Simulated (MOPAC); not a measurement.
A run for MOPAC: PM6 on CH4O2Sn (SMILES C[O][Sn][OH]), a point of a torsion scan.

```
PM6 1SCF PRECISE CHARGE=0 THREADS=1
CH4O2Sn

C     -1.33290543 1     0.21687056 1    -0.41008005 1
O     -0.45662311 1     0.62663228 1     0.60428682 1
Sn     1.22037158 1     0.19426324 1     1.66980991 1
O      1.82442196 1    -1.58613423 1     0.88394268 1
H     -2.34878862 1     0.16103624 1    -0.01015628 1
H     -1.06083173 1    -0.76313628 1    -0.81404712 1
H     -1.31674342 1     0.94736497 1    -1.22308677 1
H      1.41787514 1    -2.08974191 1     0.18087742 1
```

The log:

```
*******************************************************************************
 **                                                                           **
 **                              MOPAC v23.2.5                                **
 **                                                                           **
 *******************************************************************************
 ** MOPAC's Digital Object Identifier: https://doi.org/10.5281/zenodo.6511958 **
 **                                                                           **
 ** Please cite the open-source release paper for use of this MOPAC version:  **
 ** J. E. Moussa and J. J. P. Stewart (2026)                                  **
 ** MOPAC: An open-source semiempirical molecular orbital program             **
 ** J. Open Source Softw., 11(119), 8025, https://doi.org/10.21105/joss.08025 **
 *******************************************************************************

                              PM6 CALCULATION RESULTS

 *******************************************************************************
 *  PM6        - The PM6 Hamiltonian to be used
 *
 *
 *
 *                 CHARGE ON SYSTEM = 0
 *
 *
 *
 *  PRECISE    - TIGHTER CRITERIA TO BE USED
 *  1SCF       - DO 1 SCF AND THEN STOP
 *  THREADS=1  - MULTI-THREADING NOT USED
 *  T=         - A TIME OF 172800.0 SECONDS REQUESTED
 *  DUMP=N     - RESTART FILE WRITTEN EVERY 7200.0 SECONDS REQUESTED
 *******************************************************************************
PM6 1SCF PRECISE CHARGE=0 THREADS=1
 CH4O2Sn

   ATOM   CHEMICAL          X               Y               Z
  NUMBER   SYMBOL      (ANGSTROMS)     (ANGSTROMS)     (ANGSTROMS)

     1       C         -1.33290543  *   0.21687056  *  -0.41008005  *
     2       O         -0.45662311  *   0.62663228  *   0.60428682  *
     3      Sn          1.22037158  *   0.19426324  *   1.66980991  *
     4       O          1.82442196  *  -1.58613423  *   0.88394268  *
     5       H         -2.34878862  *   0.16103624  *  -0.01015628  *
     6       H         -1.06083173  *  -0.76313628  *  -0.81404712  *
     7       H         -1.31674342  *   0.94736497  *  -1.22308677  *
     8       H          1.41787514  *  -2.08974191  *   0.18087742  *



          CARTESIAN COORDINATES

    NO.       ATOM           X           Y           Z

     1         C         -1.3329      0.2169     -0.4101
     2         O         -0.4566      0.6266      0.6043
     3        Sn          1.2204      0.1943      1.6698
     4         O          1.8244     -1.5861      0.8839
     5         H         -2.3488      0.1610     -0.0102
     6         H         -1.0608     -0.7631     -0.8140
     7         H         -1.3167      0.9474     -1.2231
     8         H          1.4179     -2.0897      0.1809

 General Reference for PM6:
 "Optimization of Parameters for Semiempirical Methods V: Modification of NDDO Approximations
 and Application to 70 Elements", J. J. P. Stewart, J. Mol. Mod., 13, 1173-1213 (2007)
 URL: https://link.springer.com/article/10.1007/s00894-007-0233-4

           Empirical Formula: C H4 O2 Sn  =     8 atoms



      MOLECULAR POINT GROUP   :   Cs


      RHF CALCULATION, NO. OF DOUBLY OCCUPIED LEVELS = 12


 -------------------------------------------------------------------------------
 PM6 1SCF PRECISE CHARGE=0 THREADS=1
 CH4O2Sn



     1SCF WAS SPECIFIED, SO BFGS WAS NOT USED
     SCF FIELD WAS ACHIEVED


                              PM6 CALCULATION
                                                       MOPAC v23.2.5 Linux




          FINAL HEAT OF FORMATION =        -71.44448 KCAL/MOL =    -298.92372 KJ/MOL


          COSMO AREA              =        125.88 SQUARE ANGSTROMS
          COSMO VOLUME            =        114.97 CUBIC ANGSTROMS

          IONIZATION POTENTIAL    =          9.187590 EV
          HOMO LUMO ENERGIES (EV) =         -9.188 -0.522
          NO. OF FILLED LEVELS    =         12
          MOLECULAR WEIGHT        =        166.7314         POINT GROUP:  Cs

          MOLECULAR DIMENSIONS (Angstroms)

            Atom       Atom       Distance
            H     5    O     4     4.61169
           Sn     3    H     6     2.74297
            H     8    H     7     1.76161


          SCF CALCULATIONS        =          1





   ATOM   CHEMICAL          X               Y               Z
  NUMBER   SYMBOL      (ANGSTROMS)     (ANGSTROMS)     (ANGSTROMS)

     1       C         -1.33290543  *   0.21687056  *  -0.41008005  *
     2       O         -0.45662311  *   0.62663228  *   0.60428682  *
     3      Sn          1.22037158  *   0.19426324  *   1.66980991  *
     4       O          1.82442196  *  -1.58613423  *   0.88394268  *
     5       H         -2.34878862  *   0.16103624  *  -0.01015628  *
     6       H         -1.06083173  *  -0.76313628  *  -0.81404712  *
     7       H         -1.31674342  *   0.94736497  *  -1.22308677  *
     8       H          1.41787514  *  -2.08974191  *   0.18087742  *

                             CARTESIAN COORDINATES

   1    C       -1.332905430     0.216870560    -0.410080050
   2    O       -0.456623110     0.626632280     0.604286820
   3   Sn        1.220371580     0.194263240     1.669809910
   4    O        1.824421960    -1.586134230     0.883942680
   5    H       -2.348788620     0.161036240    -0.010156280
   6    H       -1.060831730    -0.763136280    -0.814047120
   7    H       -1.316743420     0.947364970    -1.223086770
   8    H        1.417875140    -2.089741910     0.180877420


           Empirical Formula: C H4 O2 Sn  =     8 atoms



      MOLECULAR POINT GROUP   :   Cs


                  EIGENVALUES
 -27.59192 -26.93683 -23.49208 -17.23731 -16.49418 -15.04511 -14.92886 -12.39883
 -11.49783 -10.42949 -10.16449  -9.18759  -0.52178   0.77983   1.31202   4.56135
   5.65274   5.76858   6.18593   6.21820


              NET ATOMIC CHARGES AND DIPOLE CONTRIBUTIONS

  ATOM NO.   TYPE          CHARGE      No. of ELECS.   s-Pop       p-Pop
    1          C          -0.063667        4.0637     1.07414     2.98952
    2          O          -0.778899        6.7789     1.78721     4.99169
    3         Sn           1.019796        2.9802     1.84554     1.13467
    4          O          -0.829531        6.8295     1.78238     5.04715
    5          H           0.116679        0.8833     0.88332
    6          H           0.091428        0.9086     0.90857
    7          H           0.115050        0.8850     0.88495
    8          H           0.329145        0.6709     0.67086
 DIPOLE           X         Y         Z       TOTAL
 POINT-CHG.     0.556     1.836     1.769     2.609
 HYBRID        -1.139    -1.761    -2.206     3.043
 SUM           -0.583     0.075    -0.437     0.732


          ATOMIC ORBITAL ELECTRON POPULATIONS

     Atom    s        px        py        pz
    1  C   1.07414   0.97285   1.08182   0.93485
    2  O   1.78721   1.58671   1.81316   1.59181
    3 Sn   1.84554   0.32901   0.40059   0.40507
    4  O   1.78238   1.78161   1.62017   1.64536
    5  H   0.88332
    6  H   0.90857
    7  H   0.88495
    8  H   0.67086

 **********************
 *                    *
 * JOB ENDED NORMALLY *
 *                    *
 **********************




 == MOPAC DONE ==
```

The run finished.

Cost: about 0.05 core-seconds (a rough figure).
